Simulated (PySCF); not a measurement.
## Electric field gradients and quadrupole coupling constants

Compound: C3H5Cl3OSi.
Atom-mapped SMILES: `[CH3:1][Si@H:2]([CH:3]=[O:4])[C:5]([Cl:6])([Cl:7])[Cl:8]` (hydrogens: H9, H10, H11 on C1; H12 on Si2; H13 on C3)

Structure used (GFN2-xTB), in Å, numbered top down from 1:
```
atom  x, y, z in Å
C1     1.1422   -0.9041    1.0329
Si2    0.4454    0.0874   -0.4192
C3     0.2231    1.9476    0.0437
O4     1.1537    2.6506    0.3353
C5    -1.3625   -0.5516   -0.7599
Cl6   -1.3634   -2.2757   -1.1690
Cl7   -2.3773   -0.3106    0.6794
Cl8   -2.0801    0.3514   -2.1127
H9     1.2560   -1.9527    0.7709
H10    0.4882   -0.8471    1.9011
H11    2.1160   -0.5229    1.3253
H12    1.1568   -0.0426   -1.6889
H13   -0.8025    2.3707    0.0433
```

Field gradients from the PBE0/pcSseg-1 density (PySCF, non-relativistic), principal values in atomic units, ordered |Vxx| ≤ |Vyy| ≤ |Vzz|:

```json
{"atom": "O4", "Vxx": "0.3554", "Vyy": "1.8440", "Vzz": "-2.1995"}
{"atom": "Cl6", "Vxx": "-2.0759", "Vyy": "-2.1280", "Vzz": "4.2039"}
{"atom": "Cl7", "Vxx": "-2.0447", "Vyy": "-2.1181", "Vzz": "4.1628"}
{"atom": "Cl8", "Vxx": "-2.0481", "Vyy": "-2.1339", "Vzz": "4.1821"}
```

Question: Find the asymmetry η = (Vxx − Vyy)/Vzz and the couplings χ = eQV/h (234.96 MHz × Q in barn × V in au), with Q(17O) = −0.0256 b, Q(35Cl) = −0.0817 b.

Answer: 
```
atom               environment  nucleus     η  χzz (MHz)  χxx (MHz)  χyy (MHz)
  O4           carbonyl oxygen      17O  0.68      13.23      -2.14     -11.09
 Cl6  chlorine of a CCl3 group     35Cl  0.01     -80.70      39.85      40.85
 Cl7  chlorine of a CCl3 group     35Cl  0.02     -79.91      39.25      40.66
 Cl8  chlorine of a CCl3 group     35Cl  0.02     -80.28      39.32      40.96
```

The gradient is axial or nearly so (η below 0.05) at Cl6, Cl7 and Cl8. 

Question: What is Vzz at O4 in SI units (1 au = 9.71736 × 10²¹ V/m²)?

Answer: -2.1995 au = -21.373 × 10²¹ V/m².

Question: And the gradient at the other heavy atoms, for which no coupling is worked out here?

Answer: 
```tsv
atom	environment	Vzz (au)	η
C1	Si-methyl carbon	0.018	0.33
Si2	SiH silicon	0.536	0.39
C3	carbonyl carbon	0.580	0.07
C5	CCl3 carbon	-0.488	0.02
```

Question: What couplings would deuterons (Q(2H) = 0.00286 b) have in place of the hydrogens, at this geometry?

Answer: 
```csv
atom,bonded to,bond length (Å),Vzz (au),η,χzz (kHz)
H9,C1,1.087,0.3203,0.00,215
H10,C1,1.088,0.3166,0.00,213
H11,C1,1.086,0.3229,0.00,217
H12,Si2,1.461,0.1619,0.02,109
H13,C3,1.109,0.2654,0.00,178
```

The structure is a single GFN2-xTB conformer in the gas phase; no vibrational or solvent corrections. GFN2-xTB bond lengths can be off by several hundredths of an ångström, more for odd bonds, and the gradients follow them. These gradients aren't converged with respect to the basis.
